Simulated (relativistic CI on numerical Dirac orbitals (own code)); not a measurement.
## Electric-dipole lines of I19+

These numbers are calculated, not measured: Dirac-Coulomb-Breit CI, KLI orbitals optimised for each configuration, model QED (radiative potential, 1s self-energy scaled to tabulated hydrogen-like ionisation energies), unscaled Slater integrals (own radial code, finite nucleus).

Configuration list (outside the closed core [Ar] 3d10): 4s²4p⁴, 4s4p⁵, 4s²4p³4d, 4p⁶, 4s4p⁴4d, 4s²4p³4f, 4s4p⁴4f, 4p⁵4d, 4s4p³4d², 4s²4p²4d4f, 4p⁵4f, 4s²4p³5s, 4s²4p³5p, 4p⁵5s, 4s4p³4d5s, 4s4p⁴5s, 4p⁴4d4f, 4s²4p³5d, 4s²4p²4f5s, 4s4p⁴5p, 4s4p³4f², 4s²4p³5f, 4s²4p³5g, 4s4p⁴5d, 4s²4p³6s, 4s²4p³6p, 4s4p³5s², 4s²4p²4d², 4s²4p4d³, 4s4p²4d³, 4s²4p4d²4f, 4s4p²4d²4f, 4s²4p4d²5s, 4p⁴4d², 4p³4d³, 4p³4d²4f, 4p³4d²5s, 4s²4p²4d5s, 4s4p²4d²5s, 4s²4p4d4f5s, 4s4p²4d4f5s, 4s²4p4d5s², 4p⁴4d5s, 4p³4d4f5s, 4p³4d5s², 4s²4p²5s², 4s4p²4d5s², 4s²4p4f5s², 4s4p²4f5s². Double excitations out of closed p, d and f shells are left out; levels of such configurations are missing from the list, as are those of other unlisted configurations, and high levels can miss mixing partners. These lack a partner that the ground configuration has and come out too high: 4s²4p³5p, 4s²4p³5d, 4s4p⁴5p, 4s²4p³5f, 4s²4p³5g.

```
λ vac (nm)               Lower                Upper   A (s⁻¹)        gf  Branching (%)
    11.115  4s²4p³4d ³G°5 [26]  4s²4p²4d² ³H6 [220]  5.56e+11  1.34e+01          100.0
    11.218      4s4p⁵ ³P°2 [6]    4s4p⁴4d ³D3 [100]  2.47e+11  3.27e+00           90.8
    11.240  4s²4p³4d ¹G°4 [25]  4s²4p²4d² ³G5 [214]  4.72e+11  9.83e+00           81.9
    11.250      4s4p⁵ ³P°1 [7]    4s4p⁴4d ³D2 [111]  2.82e+11  2.68e+00           87.3
    11.282  4s²4p³4d ⁵D°3 [10]  4s²4p²4d² ³F3 [152]  2.33e+11  3.11e+00           59.6
    11.287  4s²4p³4d ⁵D°4 [14]   4s²4p³4f ³G5 [160]  2.99e+11  6.27e+00           98.2
    11.290      4s4p⁵ ³P°2 [6]     4s4p⁴4d ³D3 [97]  2.68e+11  3.58e+00           89.3
    11.358      4s4p⁵ ³P°2 [6]     4s4p⁴4d ³P2 [95]  2.95e+11  2.85e+00           94.1
    11.377  4s²4p³4d ⁵D°4 [14]  4s²4p²4d² ⁵P3 [158]  2.95e+11  4.01e+00           73.1
    11.386      4s²4p⁴ ³P2 [1]   4s²4p³4d ³D°3 [37]  4.32e+11  5.87e+00           98.1
    11.397      4s²4p⁴ ³P1 [3]   4s²4p³4d ³D°2 [45]  1.92e+11  1.87e+00           44.3
    11.405  4s²4p³4d ³F°4 [24]   4s²4p³4f ³G5 [202]  3.06e+11  6.56e+00           61.8
    11.417  4s²4p³4d ⁵D°4 [14]  4s²4p²4d² ⁵D4 [156]  2.69e+11  4.72e+00           67.5
    11.417  4s²4p³4d ³G°3 [16]  4s²4p²4d² ³D3 [178]  2.75e+11  3.77e+00           64.5
    11.431  4s²4p³4d ³D°3 [33]   4s²4p³4f ³F4 [239]  3.89e+11  6.85e+00           76.6
    11.432  4s²4p³4d ³D°3 [37]  4s²4p²4d² ³F4 [253]  8.22e+11  1.45e+01           91.6
    11.479      4s²4p⁴ ³P0 [2]   4s²4p³4d ¹P°1 [39]  3.60e+11  2.14e+00           82.1
    11.538  4s²4p³4d ¹F°3 [46]  4s²4p²4d² ¹G4 [301]  1.05e+12  1.89e+01           96.5
    11.541      4s²4p⁴ ¹D2 [4]   4s²4p³4d ¹F°3 [46]  5.61e+11  7.84e+00           99.8
    11.620   4s²4p³4d ³F°2 [9]   4s²4p³4f ⁵F3 [137]  2.73e+11  3.86e+00           71.5
    11.636      4s²4p⁴ ³P2 [1]   4s²4p³4d ³P°1 [35]  3.00e+11  1.83e+00           78.6
    11.647      4s²4p⁴ ³P2 [1]   4s²4p³4d ³P°2 [34]  2.70e+11  2.75e+00           86.6
    11.665  4s²4p³4d ³D°2 [45]  4s²4p²4d² ³F3 [290]  6.91e+11  9.86e+00           81.1
    11.704  4s²4p³4d ³F°4 [38]   4s²4p³4f ³G5 [258]  4.51e+11  1.02e+01           94.9
    11.711      4s²4p⁴ ¹D2 [4]   4s²4p³4d ³D°2 [45]  2.41e+11  2.47e+00           55.6
    11.759      4s²4p⁴ ³P2 [1]   4s²4p³4d ³D°3 [33]  1.08e+11  1.56e+00           82.7
    11.777      4s²4p⁴ ³P1 [3]   4s²4p³4d ³D°1 [44]  3.49e+11  2.18e+00           77.6
    11.931      4s²4p⁴ ³P2 [1]   4s²4p³4d ³F°2 [31]  1.32e+11  1.41e+00           77.3
    12.068  4s²4p³4d ¹P°1 [47]  4s²4p²4d² ¹D2 [315]  8.06e+11  8.80e+00           94.2
    12.442      4s²4p⁴ ¹S0 [5]   4s²4p³4d ¹P°1 [47]  4.22e+11  2.94e+00           94.1
```

Terms are leading LS components. Brackets give the number of a level in order of energy, since labels repeat. The list gives strong lines, with weight on those to low levels, without lines whose two gauges differ by over a factor of 2.5, among the lowest 400 of 10641 levels, so that lines to higher ones, which can be the strongest, are missing. Levels whose partners in the same complex of configurations lie outside the list can be far off, and so can their lines. Rates are taken at the computed energies, electric ones in the length gauge.

At this charge energies of transitions that change n are usually good to better than 1 %, and those within a shell (Δn = 0) to a few per cent.

LS names give the leading component of a level, which can be under half, so a name can repeat, a term be missing and a line seem to break the LS rules.
